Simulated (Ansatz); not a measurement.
Ansatz (an electronic-structure program) input (PBE/6-31G* with LANL2DZ past Ar): The .json file joins the Basis Set Exchange's 6-31G* for atoms up to Ar and LANL2DZ past it.

Ansatz 0.2 input:
```yaml
crystal:
  periodic: [false, false, false]
  atoms:
    - {symbol: Sn, position_ang: [-0.29848600, 0.39766800, -0.25872600]}
    - {symbol: O, position_ang: [-1.41522100, -1.25126000, -0.29809400]}
    - {symbol: Cl, position_ang: [1.54388700, -0.58078200, 0.90123900]}
basis:
  gaussian:
    orbitals: 6-31Gs+LANL2DZ.json
hamiltonian:
  xc: {name: PBE}
magnetization: {spin_polarized: true, initial_magnetization: 1}
output: {forces: true}
```

Output:

```
Functional definition: PBE
integrals: 0.01 GiB planned
498 factors; their error is unknown
mean field: 0.10 GiB planned
mean field evaluation 1: about -14637.7431 eV, gradient 5.4e1 eV
mean field evaluation 2: about -14439.7273 eV, gradient 1.2e2 eV
mean field evaluation 4: about -14648.0418 eV, gradient 2.6e1 eV
mean field evaluation 8: about -14653.6008 eV, gradient 9.8e-1 eV
mean field evaluation 16: about -14653.5941 eV, gradient 1.5e-3 eV
mean field evaluation 32: about -14653.5941 eV, gradient 7.9e-6 eV
mean field -14653.59406105 eV, -538.5096491807 hartree, gradient 3.2e-5 eV, S^2 0.758511; 7 other end points of the search recorded, 0 dependent functions left out
the calculation of the forces begins
reference -14653.59409136 eV, -538.5096502946 hartree; 15, 14 occupied and 27, 28 virtual orbitals, 498 factors
Total energy: -14653.59409136 eV, -538.5096502946 hartree
Atom 0 at    -0.298486     0.397668    -0.258726 Å, force    -0.732337    -0.792678    -0.111274 eV/Å
Atom 1 at    -1.415221    -1.251260    -0.298094 Å, force     0.431926     0.833549    -0.042734 eV/Å
Atom 2 at     1.543887    -0.580782     0.901239 Å, force     0.300411    -0.040871     0.154008 eV/Å
Dipole moment:    -0.123206     0.607028    -0.237907 e Å
```

The geometry given is a B3LYP-D3(BJ)/def2-TZVP minimum.
